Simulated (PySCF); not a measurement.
# One molecule, a ladder of functionals, a line

Molecule: SMILES C[SiH2]/C=C/[SiH3], C$_{3}$H$_{10}$Si$_{2}$.

Molfile (atoms numbered from 1):
```
C3H10Si2
     RDKit          3D

 15 14  0  0  0  0  0  0  0  0999 V2000
   -2.3251   -0.6825    0.6196 C   0  0  0  0  0  0  0  0  0  0  0  0
   -1.6124    0.8877   -0.1212 Si  0  0  0  0  0  4  0  0  0  0  0  0
    0.2609    0.7987   -0.2285 C   0  0  0  0  0  0  0  0  0  0  0  0
    0.9967   -0.2574    0.1630 C   0  0  0  0  0  0  0  0  0  0  0  0
    2.8648   -0.3406    0.0517 Si  0  0  0  0  0  4  0  0  0  0  0  0
   -1.9334   -0.8564    1.6338 H   0  0  0  0  0  0  0  0  0  0  0  0
   -2.0806   -1.5583   -0.0012 H   0  0  0  0  0  0  0  0  0  0  0  0
   -3.4215   -0.6111    0.6874 H   0  0  0  0  0  0  0  0  0  0  0  0
   -1.9959    2.0777    0.7050 H   0  0  0  0  0  0  0  0  0  0  0  0
   -2.1665    1.1139   -1.4951 H   0  0  0  0  0  0  0  0  0  0  0  0
    0.7870    1.6726   -0.6422 H   0  0  0  0  0  0  0  0  0  0  0  0
    0.4753   -1.1339    0.5764 H   0  0  0  0  0  0  0  0  0  0  0  0
    3.4712   -0.5244    1.4079 H   0  0  0  0  0  0  0  0  0  0  0  0
    3.2950   -1.4987   -0.7933 H   0  0  0  0  0  0  0  0  0  0  0  0
    3.3756    0.9287   -0.5496 H   0  0  0  0  0  0  0  0  0  0  0  0
  1  2  1  0
  2  3  1  0
  3  4  2  0
  4  5  1  0
  1  6  1  0
  1  7  1  0
  1  8  1  0
  2  9  1  0
  2 10  1  0
  3 11  1  0
  4 12  1  0
  5 13  1  0
  5 14  1  0
  5 15  1  0
M  END
```

GIAO shieldings (ppm, equivalent atoms averaged) in PySCF on the PBE0-D3(BJ)/def2-SVP geometry, basis pcSseg-1, gas phase, non-relativistic:

| functional | exact exchange (%) | σ(Si2) | σ(Si5) |
| --- | --- | --- | --- |
| BLYP | 0 | 375.4 | 393.7 |
| BP86 | 0 | 384.0 | 401.5 |
| PBE | 0 | 385.2 | 403.0 |
| B3LYP | 20 | 387.5 | 404.8 |
| PBE0 | 25 | 399.8 | 416.6 |
| mPW1PW91 | 25 | 398.0 | 414.5 |
| HF | 100 | 436.4 | 452.1 |

(1) Fit each shielding as a line in the percentage of exact exchange.

(2) What does the line predict for BHandHLYP (50 %), and what does the run give?

## Answers

(1) σ(Si2) = 381.8 + 0.55 x (rms 4.0 ppm); σ(Si5) = 399.4 + 0.53 x (rms 3.7 ppm). The functionals also differ in their semilocal parts, which the line can't hold; Hartree–Fock has no correlation at all.

(2) σ(Si2): 409.3 predicted, 405.2 computed; σ(Si5): 425.9 predicted, 421.7 computed ppm.
